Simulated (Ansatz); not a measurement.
Ansatz (a quantum-chemistry and plane-wave program) input (B3LYP/6-31G*):

Ansatz 0.2 input:
```yaml
crystal:
  periodic: [false, false, false]
  atoms:
    - {symbol: O, position_ang: [-0.47791676, -0.03221251, 1.06540015]}
    - {symbol: B, position_ang: [-0.78904360, -0.19575258, -0.22815149]}
    - {symbol: O, position_ang: [-2.04583799, -0.51958666, -0.75933765]}
    - {symbol: O, position_ang: [0.32586160, -0.00058948, -1.04077598]}
    - {symbol: Si, position_ang: [1.31002108, 0.32428951, 0.36887420]}
    - {symbol: H, position_ang: [-2.62770674, -0.59667305, 0.01000378]}
    - {symbol: H, position_ang: [2.59768992, 0.55752694, -0.46050756]}
    - {symbol: H, position_ang: [1.33182626, 1.66785671, 1.06487956]}
    - {symbol: H, position_ang: [1.88625867, -0.77089167, 1.23985077]}
basis:
  gaussian:
    orbitals: 6-31G*
hamiltonian:
  xc: {name: B3LYP}
total_charge: -1
phonons: {temperatures: {t_min: 298.15, t_max: 298.15, t_step: 100}}
```

Output:

```
Functional definition: B3LYP
integrals: 0.04 GiB planned
889 factors; integrals over basis functions are off by at most 6.3e-4 eV
mean field: 0.31 GiB planned
mean field evaluation 1: about -14762.3333 eV, gradient 4.5e1 eV
mean field evaluation 2: about -14758.4885 eV, gradient 6.6e1 eV
mean field evaluation 4: about -14765.7364 eV, gradient 3.5e0 eV
mean field evaluation 8: about -14765.7800 eV, gradient 2.9e-1 eV
mean field evaluation 16: about -14765.7801 eV, gradient 1.3e-5 eV
mean field -14765.78010372 eV, -542.6324102064 hartree, gradient 1.3e-5 eV, S^2 0.000000; 0 other end points of the search recorded, 0 dependent functions left out
the calculation of the forces begins
reference -14765.78032555 eV, -542.6324183585 hartree; 24, 24 occupied and 63, 63 virtual orbitals, 889 factors
these checks for a lower state are left out or cut short: stability, starts, cluster_reference, orbital_swaps, neighbouring_geometries, increment
integrals: 0.04 GiB planned
889 factors; integrals over basis functions are off by at most 6.3e-4 eV
mean field: 0.31 GiB planned
mean field -14765.78006268 eV, -542.6324086981 hartree, gradient 1.2e-6 eV, S^2 0.000000; 0 other end points of the search recorded, 0 dependent functions left out
the calculation of the forces begins
reference -14765.78028448 eV, -542.6324168491 hartree; 24, 24 occupied and 63, 63 virtual orbitals, 889 factors
these checks for a lower state are left out or cut short: stability, starts, cluster_reference, orbital_swaps, neighbouring_geometries, increment
integrals: 0.04 GiB planned
889 factors; integrals over basis functions are off by at most 6.3e-4 eV
mean field: 0.31 GiB planned
mean field -14765.78006363 eV, -542.6324087331 hartree, gradient 2.4e-6 eV, S^2 0.000000; 0 other end points of the search recorded, 0 dependent functions left out
the calculation of the forces begins
reference -14765.78028549 eV, -542.6324168863 hartree; 24, 24 occupied and 63, 63 virtual orbitals, 889 factors
these checks for a lower state are left out or cut short: stability, starts, cluster_reference, orbital_swaps, neighbouring_geometries, increment
integrals: 0.04 GiB planned
889 factors; integrals over basis functions are off by at most 6.3e-4 eV
mean field: 0.31 GiB planned
mean field evaluation 32: about -14765.7571 eV, gradient 1.5e-1 eV
mean field -14765.78001767 eV, -542.6324070442 hartree, gradient 1.9e-6 eV, S^2 0.000000; 0 other end points of the search recorded, 0 dependent functions left out
the calculation of the forces begins
reference -14765.78023946 eV, -542.6324151948 hartree; 24, 24 occupied and 63, 63 virtual orbitals, 889 factors
these checks for a lower state are left out or cut short: stability, starts, cluster_reference, orbital_swaps, neighbouring_geometries, increment
integrals: 0.04 GiB planned
889 factors; integrals over basis functions are off by at most 6.3e-4 eV
mean field: 0.31 GiB planned
mean field -14765.78002007 eV, -542.6324071324 hartree, gradient 1.6e-6 eV, S^2 0.000000; 0 other end points of the search recorded, 0 dependent functions left out
the calculation of the forces begins
reference -14765.78024194 eV, -542.6324152859 hartree; 24, 24 occupied and 63, 63 virtual orbitals, 889 factors
these checks for a lower state are left out or cut short: stability, starts, cluster_reference, orbital_swaps, neighbouring_geometries, increment
integrals: 0.04 GiB planned
889 factors; integrals over basis functions are off by at most 6.3e-4 eV
mean field: 0.31 GiB planned
mean field -14765.77991284 eV, -542.6324031918 hartree, gradient 1.8e-6 eV, S^2 0.000000; 0 other end points of the search recorded, 0 dependent functions left out
the calculation of the forces begins
reference -14765.78013463 eV, -542.6324113424 hartree; 24, 24 occupied and 63, 63 virtual orbitals, 889 factors
these checks for a lower state are left out or cut short: stability, starts, cluster_reference, orbital_swaps, neighbouring_geometries, increment
integrals: 0.04 GiB planned
889 factors; integrals over basis functions are off by at most 6.3e-4 eV
mean field: 0.31 GiB planned
mean field -14765.77991045 eV, -542.6324031039 hartree, gradient 1.9e-6 eV, S^2 0.000000; 0 other end points of the search recorded, 0 dependent functions left out
the calculation of the forces begins
reference -14765.78013232 eV, -542.6324112576 hartree; 24, 24 occupied and 63, 63 virtual orbitals, 889 factors
these checks for a lower state are left out or cut short: stability, starts, cluster_reference, orbital_swaps, neighbouring_geometries, increment
integrals: 0.04 GiB planned
889 factors; integrals over basis functions are off by at most 6.3e-4 eV
mean field: 0.31 GiB planned
mean field -14765.77998999 eV, -542.6324060271 hartree, gradient 2.4e-6 eV, S^2 0.000000; 0 other end points of the search recorded, 0 dependent functions left out
[...]
the calculation of the forces begins
reference -14765.78025677 eV, -542.6324158311 hartree; 24, 24 occupied and 63, 63 virtual orbitals, 889 factors
these checks for a lower state are left out or cut short: stability, starts, cluster_reference, orbital_swaps, neighbouring_geometries, increment
integrals: 0.04 GiB planned
889 factors; integrals over basis functions are off by at most 6.3e-4 eV
mean field: 0.31 GiB planned
mean field -14765.78005266 eV, -542.6324083301 hartree, gradient 2.4e-6 eV, S^2 0.000000; 0 other end points of the search recorded, 0 dependent functions left out
the calculation of the forces begins
reference -14765.78027455 eV, -542.6324164843 hartree; 24, 24 occupied and 63, 63 virtual orbitals, 889 factors
these checks for a lower state are left out or cut short: stability, starts, cluster_reference, orbital_swaps, neighbouring_geometries, increment
integrals: 0.04 GiB planned
889 factors; integrals over basis functions are off by at most 6.3e-4 eV
mean field: 0.31 GiB planned
mean field -14765.78005324 eV, -542.6324083513 hartree, gradient 1.4e-6 eV, S^2 0.000000; 0 other end points of the search recorded, 0 dependent functions left out
the calculation of the forces begins
reference -14765.78027501 eV, -542.6324165013 hartree; 24, 24 occupied and 63, 63 virtual orbitals, 889 factors
these checks for a lower state are left out or cut short: stability, starts, cluster_reference, orbital_swaps, neighbouring_geometries, increment
integrals: 0.04 GiB planned
889 factors; integrals over basis functions are off by at most 6.3e-4 eV
mean field: 0.31 GiB planned
mean field -14765.78007322 eV, -542.6324090855 hartree, gradient 2.6e-6 eV, S^2 0.000000; 0 other end points of the search recorded, 0 dependent functions left out
the calculation of the forces begins
reference -14765.78029504 eV, -542.6324172372 hartree; 24, 24 occupied and 63, 63 virtual orbitals, 889 factors
these checks for a lower state are left out or cut short: stability, starts, cluster_reference, orbital_swaps, neighbouring_geometries, increment
integrals: 0.04 GiB planned
889 factors; integrals over basis functions are off by at most 6.3e-4 eV
mean field: 0.31 GiB planned
mean field -14765.78007150 eV, -542.6324090225 hartree, gradient 2.0e-6 eV, S^2 0.000000; 0 other end points of the search recorded, 0 dependent functions left out
the calculation of the forces begins
reference -14765.78029334 eV, -542.6324171750 hartree; 24, 24 occupied and 63, 63 virtual orbitals, 889 factors
these checks for a lower state are left out or cut short: stability, starts, cluster_reference, orbital_swaps, neighbouring_geometries, increment
integrals: 0.04 GiB planned
889 factors; integrals over basis functions are off by at most 6.3e-4 eV
mean field: 0.31 GiB planned
mean field evaluation 192: about -14765.7801 eV, gradient 1.3e-6 eV
mean field -14765.78008949 eV, -542.6324096835 hartree, gradient 1.3e-6 eV, S^2 0.000000; 0 other end points of the search recorded, 0 dependent functions left out
the calculation of the forces begins
reference -14765.78031132 eV, -542.6324178357 hartree; 24, 24 occupied and 63, 63 virtual orbitals, 889 factors
these checks for a lower state are left out or cut short: stability, starts, cluster_reference, orbital_swaps, neighbouring_geometries, increment
integrals: 0.04 GiB planned
889 factors; integrals over basis functions are off by at most 6.3e-4 eV
mean field: 0.31 GiB planned
mean field -14765.78009093 eV, -542.6324097365 hartree, gradient 1.1e-6 eV, S^2 0.000000; 0 other end points of the search recorded, 0 dependent functions left out
the calculation of the forces begins
reference -14765.78031276 eV, -542.6324178885 hartree; 24, 24 occupied and 63, 63 virtual orbitals, 889 factors
these checks for a lower state are left out or cut short: stability, starts, cluster_reference, orbital_swaps, neighbouring_geometries, increment
integrals: 0.04 GiB planned
889 factors; integrals over basis functions are off by at most 6.3e-4 eV
mean field: 0.31 GiB planned
mean field -14765.78009496 eV, -542.6324098845 hartree, gradient 1.2e-6 eV, S^2 0.000000; 0 other end points of the search recorded, 0 dependent functions left out
the calculation of the forces begins
reference -14765.78031679 eV, -542.6324180366 hartree; 24, 24 occupied and 63, 63 virtual orbitals, 889 factors
these checks for a lower state are left out or cut short: stability, starts, cluster_reference, orbital_swaps, neighbouring_geometries, increment
integrals: 0.04 GiB planned
889 factors; integrals over basis functions are off by at most 6.3e-4 eV
mean field: 0.31 GiB planned
mean field -14765.78009411 eV, -542.6324098534 hartree, gradient 9.3e-7 eV, S^2 0.000000; 0 other end points of the search recorded, 0 dependent functions left out
the calculation of the forces begins
reference -14765.78031594 eV, -542.6324180056 hartree; 24, 24 occupied and 63, 63 virtual orbitals, 889 factors
these checks for a lower state are left out or cut short: stability, starts, cluster_reference, orbital_swaps, neighbouring_geometries, increment
integrals: 0.04 GiB planned
889 factors; integrals over basis functions are off by at most 6.3e-4 eV
mean field: 0.31 GiB planned
mean field -14765.78006468 eV, -542.6324087716 hartree, gradient 9.9e-7 eV, S^2 0.000000; 0 other end points of the search recorded, 0 dependent functions left out
the calculation of the forces begins
reference -14765.78028650 eV, -542.6324169236 hartree; 24, 24 occupied and 63, 63 virtual orbitals, 889 factors
these checks for a lower state are left out or cut short: stability, starts, cluster_reference, orbital_swaps, neighbouring_geometries, increment
integrals: 0.04 GiB planned
889 factors; integrals over basis functions are off by at most 6.3e-4 eV
mean field: 0.31 GiB planned
mean field -14765.78006457 eV, -542.6324087679 hartree, gradient 8.7e-7 eV, S^2 0.000000; 0 other end points of the search recorded, 0 dependent functions left out
the calculation of the forces begins
reference -14765.78028641 eV, -542.6324169202 hartree; 24, 24 occupied and 63, 63 virtual orbitals, 889 factors
these checks for a lower state are left out or cut short: stability, starts, cluster_reference, orbital_swaps, neighbouring_geometries, increment
integrals: 0.04 GiB planned
889 factors; integrals over basis functions are off by at most 6.3e-4 eV
mean field: 0.31 GiB planned
mean field evaluation 224: about -14765.7572 eV, gradient 1.1e-1 eV
mean field -14765.78008886 eV, -542.6324096604 hartree, gradient 2.8e-6 eV, S^2 0.000000; 0 other end points of the search recorded, 0 dependent functions left out
the calculation of the forces begins
reference -14765.78031069 eV, -542.6324178125 hartree; 24, 24 occupied and 63, 63 virtual orbitals, 889 factors
these checks for a lower state are left out or cut short: stability, starts, cluster_reference, orbital_swaps, neighbouring_geometries, increment
integrals: 0.04 GiB planned
889 factors; integrals over basis functions are off by at most 6.3e-4 eV
mean field: 0.31 GiB planned
mean field -14765.78008841 eV, -542.6324096437 hartree, gradient 2.7e-6 eV, S^2 0.000000; 0 other end points of the search recorded, 0 dependent functions left out
the calculation of the forces begins
reference -14765.78031024 eV, -542.6324177958 hartree; 24, 24 occupied and 63, 63 virtual orbitals, 889 factors
Total energy: -14765.78032555 eV, -542.6324183585 hartree
Atom 0 at    -0.477917    -0.032213     1.065400 Å, force    -0.000159     0.000005     0.000577 eV/Å
Atom 1 at    -0.789044    -0.195753    -0.228151 Å, force     0.000401     0.000099     0.000103 eV/Å
Atom 2 at    -2.045838    -0.519587    -0.759338 Å, force    -0.000261    -0.000073    -0.000193 eV/Å
Atom 3 at     0.325862    -0.000589    -1.040776 Å, force    -0.000034    -0.000056    -0.000668 eV/Å
Atom 4 at     1.310021     0.324290     0.368874 Å, force    -0.000433    -0.000138    -0.000553 eV/Å
Atom 5 at    -2.627707    -0.596673     0.010004 Å, force    -0.000111    -0.000014     0.000153 eV/Å
Atom 6 at     2.597690     0.557527    -0.460508 Å, force     0.000292     0.000096     0.000407 eV/Å
Atom 7 at     1.331826     1.667857     1.064880 Å, force     0.000169    -0.000028     0.000091 eV/Å
Atom 8 at     1.886259    -0.770892     1.239851 Å, force     0.000137     0.000110     0.000081 eV/Å
Dipole moment:    -0.608698    -0.132446     0.082754 e Å
Vibrations: 153.77 256.85 316.30 436.94 495.70 539.00 691.98 724.42 774.79 787.24 898.10 937.90 1056.51 1098.41 1101.43 1385.26 1486.95 1877.25 2072.22 2078.94 3780.10 cm⁻¹, zero-point energy 1.422722 eV
```

The blocks after the first are displaced geometries, from whose forces the wavenumbers follow.

The dipole moment of an ion depends on the origin.
